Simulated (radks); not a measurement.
Results of a calculation; reference values are marked as such.
Coherent X-ray form factor from a spherical all-electron density. Code: a radial shooting solver on a logarithmic mesh with Libxc functionals. Model: scalar-relativistic Kohn-Sham, BLYP, spin-polarised, spherical densities, point nucleus.

sin(theta)/lambda (1/angstrom)  f0 (electrons)
0.05                                    24.800
0.1                                     24.217
0.15                                    23.300
0.2                                     22.123
0.25                                    20.768
0.3                                     19.316
0.4                                     16.399
0.5                                     13.777
0.6                                     11.627
0.8                                      8.745
1                                        7.194
1.25                                     6.107
1.5                                      5.306
2                                        3.862

The species is in the configuration that NIST lists as its ground one. Which atom or ion scatters so?

Answer. The copper ion Cu4+, [Ar] 3d7. Extrapolating in s^2 from the first two rows gives f0(0) = 25.0, near the electron count 25; among species with that count, the fall with angle is slower the higher Z, and the table is that of Z = 29; from so few rows the species is fixed only to a neighbour or two.
